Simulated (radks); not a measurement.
Task: Species: neutral bromine. Configuration: [Ar] 3d10 4s2 4p5. Calculated with a radial shooting solver on a logarithmic mesh with Libxc functionals: Dirac Kohn-Sham, LDA (Slater exchange, Perdew-Wang correlation), spin-unpolarised, spherical densities, point nucleus; open shells fill j = l - 1/2 first. Some entries of the table are withheld. Estimate them.

orbital,occ.,eigenvalue (hartree),r(max) (bohr),<1/r> (bohr^-1)
1s1/2,2,-488.4431,0.02795,35.61
2s1/2,2,(1),0.1595,7.943
2p1/2,2,-57.29413,0.1252,7.918
2p3/2,4,-55.55186,0.1285,7.658
3s1/2,2,-8.71107,0.4847,2.602
3p1/2,2,-6.53087,(2),2.487
3p3/2,4,-6.27936,(3),2.424
3d3/2,4,-2.48291,0.4280,2.162
3d5/2,6,-2.44296,0.4308,2.146
4s1/2,2,-0.74534,1.412,0.8003
4p1/2,2,-0.30583,1.637,0.6433
4p3/2,3,-0.28712,1.673,0.6266

Result: 
(1) 2s1/2 eigenvalue (hartree): -63.56364
(2) 3p1/2 r(max) (bohr): 0.4755
(3) 3p3/2 r(max) (bohr): 0.4842
